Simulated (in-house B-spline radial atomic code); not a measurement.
**PBEsol excitations of Ag II (Ag+)**

Method: PBEsol. Computed with an all-electron radial atomic-structure program (B-spline basis): linear response of the closed shell [Kr] 4d10 with the functional's adiabatic kernel; non-relativistic, point nucleus, no spin-orbit coupling, no double excitations, S, P, D and F terms only; shells from n = 2 respond. Only terms of natural parity with L up to 3 were computed.

Without relativity these are model numbers for so heavy an element.

Command:
```bash
python run_td.py task.json out
```
Settings (radii: box in bohr, nucleus in fm):
```
Z                        47
electrons                46
configuration            [Kr] 4d10
hamiltonian              nr
method                   pbesol
box_radius               41.61
intervals                59
```

Cost of the run: 4.3 s on 1 thread of Arm Neoverse N1 (shared host).

The lowest states, in the order of their Tamm-Dancoff energies; the method's threshold (minus the highest occupied level) is 15.873 eV. Labels give the largest channel, * marks a mixed state, and oscillator strengths are full-response dipole values. Semilocal kernels can invert the small singlet-triplet splittings of Rydberg terms. Energies in eV:

```json
{"state": "4d → 5s 3D", "full response": "5.027", "Tamm-Dancoff": "5.057", "oscillator strength": "-"}
{"state": "4d → 5s 1D", "full response": "5.576", "Tamm-Dancoff": "5.592", "oscillator strength": "-"}
{"state": "4d → 5p 3P", "full response": "9.466", "Tamm-Dancoff": "9.494", "oscillator strength": "-"}
{"state": "4d → 5p 3F", "full response": "9.581", "Tamm-Dancoff": "9.598", "oscillator strength": "-"}
{"state": "4d → 5p 1F", "full response": "9.777", "Tamm-Dancoff": "9.780", "oscillator strength": "-"}
{"state": "4d → 5p 1P", "full response": "10.316", "Tamm-Dancoff": "10.377", "oscillator strength": "0.548"}
{"state": "4d → 6s 3D", "full response": "13.066", "Tamm-Dancoff": "13.068", "oscillator strength": "-"}
{"state": "4d → 6s 1D", "full response": "?", "Tamm-Dancoff": "?", "oscillator strength": "-"}
{"state": "4d → 5d 3S", "full response": "13.749", "Tamm-Dancoff": "13.755", "oscillator strength": "-"}
{"state": "4d → 5d 3D", "full response": "?", "Tamm-Dancoff": "?", "oscillator strength": "-"}
{"state": "4d → 5d 1D", "full response": "13.949", "Tamm-Dancoff": "13.953", "oscillator strength": "-"}
{"state": "4d → 6p 3P", "full response": "13.959", "Tamm-Dancoff": "13.962", "oscillator strength": "-"}
{"state": "4d → 6p 3F", "full response": "13.977", "Tamm-Dancoff": "13.979", "oscillator strength": "-"}
{"state": "4d → 6p 1F", "full response": "14.006", "Tamm-Dancoff": "14.007", "oscillator strength": "-"}
{"state": "4d → 6p 1P", "full response": "14.074", "Tamm-Dancoff": "14.082", "oscillator strength": "0.0449"}
{"state": "4d → 5d 1S", "full response": "14.184", "Tamm-Dancoff": "14.217", "oscillator strength": "-"}
```

**Question.** Where does 4d → 5d 3D lie?

**Answer.** At 13.898 eV in full response, 13.900 eV in Tamm-Dancoff.

**Question.** Where does 4d → 6s 1D lie?

**Answer.** At 13.130 eV in full response, 13.132 eV in Tamm-Dancoff.

**Question.** How large is the singlet-triplet splitting of 4d → 5s (D terms) in Tamm-Dancoff?

**Answer.** 0.534 eV, from the unrounded values.

**Question.** What polarisabilities and dispersion coefficient does the method give?

**Answer.** Dipole 10.13 bohr³, quadrupole 62.71 bohr⁵, C6 60.02 hartree·bohr⁶ for two such species.
